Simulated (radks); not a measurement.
Results of a calculation; reference values are marked as such.
The bromine anion Br-, [Kr], held by a Watson sphere: a shell of charge +1 at radius R that stands for the Madelung well of a crystal (potential energy -1/R inside, -1/r outside, in hartree with lengths in bohr). Level of theory: scalar-relativistic Kohn-Sham, PBE, spin-polarised, spherical densities, finite nucleus; Fermi nuclear charge, rms radius of each element as measured or else 0.836 A^(1/3) + 0.57 fm (a radial shooting solver on a logarithmic mesh with Libxc functionals). Response by self-consistent Sternheimer equations with the Hartree and adiabatic LDA kernel, the relativistic mass of each level held fixed and spin-orbit coupling left out. The sphere does not respond.

R (bohr),e(3d) (eV),e(4s) (eV),e(4p) (eV),<r> 4p (bohr),sum of <r^2> (bohr^2),X-ray form factor at sin(theta)/lambda = 0.2 1/angstrom,alpha (bohr^3)
3.17,-64.643,-18.824,-7.104,2.223,49.59,27.761,32.51
3.25,-64.563,-18.714,-6.999,2.229,49.83,27.756,33.23
3.35,-64.461,-18.578,-6.869,2.236,50.12,27.751,34.13
4.35,-63.472,-17.403,-5.701,2.286,52.25,27.729,42.66
4.56,-63.280,-17.193,-5.489,2.293,52.57,27.728,44.28
